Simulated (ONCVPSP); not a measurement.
# Yb, ONCV: configuration errors across variants

ytterbium, optimised norm-conserving Vanderbilt (ONCV), made with ONCVPSP 4.0.1 (PBE, scalar-relativistic). Core [Kr] 4d10 4f13, reference 5s2 5p6 5d1 6s2. Waves: 5s+6s: rc 1.75 bohr, ncon 3, nbas 7, qcut 7.9 1/bohr, 2 projectors; 5p: rc 2.25 bohr, ncon 4, nbas 7, qcut 6.1 1/bohr, 2 projectors, debl 0.3 Ha; 5d: rc 3.10 bohr, ncon 4, nbas 8, qcut 4.7 1/bohr, 2 projectors, debl 3.6 Ha. Local part: polynomial inside 1.45 bohr (lpopt 5, dvloc0 3 Ha). Core correction: none.

In the p channel the program set the typed energies aside and used -1.140, 0.250 Ha.

All-electron excitation energies from the reference (eV): (1) 5s2 5p6 5d1 6s1 7.256; (2) 5s2 5p6 5d1 6s0 20.362; (3) 5s1 5p6 5d1 6s2 65.296.

1 further variants failed, have other tests or too few solved ones, and are left out.

Errors AE − PS in meV (a dash: test not solved or not reliable):

```csv
change,(1),(2),(3),bound ghosts,GHOST(+) flags above zero
base,+2.3,+24,-482,none,s
"all radii scaled by about 1.03 (s 1.80, p 2.32, d 3.20 bohr); local potential polynomial inside 1.50 bohr (lpopt 5, dvloc0 3 Ha)",+2.2,+22,-501,none,none
"local potential polynomial inside 1.45 bohr (lpopt 5, dvloc0 6.5 Ha)",+2.3,+24,-482,none,none
p: qcut 5,+2.3,+24,-484,none,s
"core correction Teter function, fcfact 4.75, rcfact 1.7",-7.3,-54,-569,none,s
"local potential polynomial inside 1.60 bohr (lpopt 3, dvloc0 3 Ha)",+2.3,+24,-482,none,none
s: qcut 8.2,+2.3,+24,-465,none,s
```

Q: Give the same row for: d: rc 3.

A: +2.4, +25, -476; bound ghosts: none; GHOST(+) flags above zero: s.
